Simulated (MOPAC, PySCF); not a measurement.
C2H9NOSi, SMILES `CN(C)[SiH2]O` (C–N–Si–O torsion -73°, N–Si–O–H torsion -69°), neutral singlet in the gas phase. 

Cartesian coordinates (Å):
```xyz
14

C     -1.1832     0.9392     0.2755
N     -0.2722    -0.1598     0.0661
C     -0.6528    -1.0316    -1.0163
Si     1.2571    -0.2126     0.8233
O      2.4230     0.8077     0.2496
H     -1.2370     1.6064    -0.5961
H     -0.8704     1.5373     1.1340
H     -2.1981     0.5714     0.4745
H     -1.6509    -1.4549    -0.8444
H     -0.6814    -0.5081    -1.9831
H      0.0500    -1.8627    -1.1024
H      1.1011     0.2334     2.2259
H      1.7172    -1.6203     0.6832
H      2.7733     0.6348    -0.6252
```
Charge 0, multiplicity 1.

All levels are single points at this geometry (PBE0-D4/def2-TZVP); Pople sets use spherical d functions. Orbital energies aren't observables, and empty levels follow the basis.

```tsv
level	HOMO (eV)	LUMO (eV)	gap (eV)	dipole (D)	vertical IE, Delta-SCF (eV)
PBE-D3(BJ)/def2-TZVP in PySCF	-5.24	-0.23	5.00	1.95	–
PBE0-D4/def2-TZVP in PySCF	-6.55	0.61	7.16	1.99	–
B3LYP/3-21G in PySCF	-5.85	1.72	7.58	2.30	–
M06-2X/6-31G* in PySCF	-7.66	2.17	9.83	2.08	–
SVWN5/6-31G* in PySCF	-5.05	0.31	5.36	2.14	8.36
HF/6-31G* in PySCF	-9.72	4.65	14.37	2.18	7.48
HF/STO-3G in PySCF	-7.25	13.14	20.39	1.26	–
AM1 in MOPAC	-9.29	1.71	10.99	1.75	–
PM3 in MOPAC	-8.32	0.67	8.99	1.35	–
```
